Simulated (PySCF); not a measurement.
**Simulated absorption spectrum**

Compound: C4H5NOSi.
Atom-mapped SMILES: `[CH2:1]=[C:2]([C:3]#[N:4])[C:5](=[O:6])[SiH3:7]` (hydrogens: H8, H9 on C1; H10, H11, H12 on Si7)

Method used: TDDFT B3LYP/def2-SVPD, vertical, gas phase, core orbitals frozen in the response (PySCF). Geometry: GFN2-xTB, one conformer, isolated molecule. Torsions of this conformer, `[CH2:1]=[C:2]([C:3]#[N:4])[C:5](=[O:6])[SiH3:7]`: C1–C2–C5–O6 0°.

Computed states:

```
state  E (eV)       f
   S1    2.74  0.0006
   S2    5.08   0.131
   S3    5.11  0.0014
   S4    5.68  0.0007
   S5    6.12  0.0023
   S6    6.13  0.0001
   S7    6.25   0.051
   S8    6.37  0.0022
```

Broadening: Gaussians 0.25 eV wide at half height, area fixed by f = 4.319×10⁻⁹ ∫ε dν̃. The cross-section is σ = 3.8235×10⁻²¹ ε cm², given in Mb (10⁻¹⁸ cm²). The width is an assumption, not a result. The curve ends short of the highest state used, and states not computed would add to its high-energy end.

Task: What does the envelope look like, and where are its maxima?

Result: 
E (eV), σ (Mb) and a bar:
```
     2.36       0.00 
     2.48       0.01 
     2.60       0.11 
     2.72       0.25 
     2.83       0.18 
     2.95       0.03 
     3.07       0.00 
     3.18       0.00 
     3.30       0.00 
     3.42       0.00 
     3.54       0.00 
     3.65       0.00 
     3.77       0.00 
     3.89       0.00 
     4.01       0.00 
     4.12       0.00 
     4.24       0.00 
     4.36       0.00 
     4.48       0.00 
     4.59       0.00 
     4.71       0.14 
     4.83       3.59 ##
     4.95      26.45 ###############
     5.06      53.82 ##############################
     5.18      34.39 ###################
     5.30       6.14 ###
     5.42       0.32 
     5.53       0.11 
     5.65       0.27 
     5.77       0.21
```

Maxima: 453 nm (2.74 eV), ε about 67, made up of S1 (100%); 244 nm (5.08 eV), ε about 14000, made up of S2 (99%); 218 nm (5.68 eV), ε about 74, made up of S4 (100%) (ε in L mol⁻¹ cm⁻¹; maxima over ε = 5, shares over 10%).

Task: Coming from long wavelengths, where does ε first pass 100 L mol⁻¹ cm⁻¹?

Result: At about 261 nm (4.75 eV), 2.01 eV above S1.

Task: What would ε be at 5.08 eV, the highest of these maxima, with half the width (0.125 eV)?

Result: About 28500 L mol⁻¹ cm⁻¹ against 14300, a factor of about 2.00; a lone state at its own centre would give exactly 2.

Task: Does any computed singlet lie in the visible range?

Result: S1 lies in the visible range (380 to 750 nm), at 453 nm, f = 0.0006; light of that wavelength is blue, and its complementary colour is yellow; a Tamm–Dancoff triplet lies at 545 nm, without intensity as long as spin–orbit coupling is left out.

On Arm Neoverse N1, one thread, no GPU, on a shared host, this took 46 s and 0.75 GiB of memory at its peak.
